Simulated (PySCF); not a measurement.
A structure optimised at PBE-D3(BJ)/def2-TZVPD, used in a PySCF frequency run:

```xyz
2

K      0.0000     0.0000    -0.7119
F      0.0000     0.0000     1.5029
```

### Question
Write its SMILES, formula and point group.

### Answer
[F][K], FK, C∞v

### Question
What are its rotational constants (standard atomic weights)?

### Answer
8.0575 GHz (linear rotor, B only)
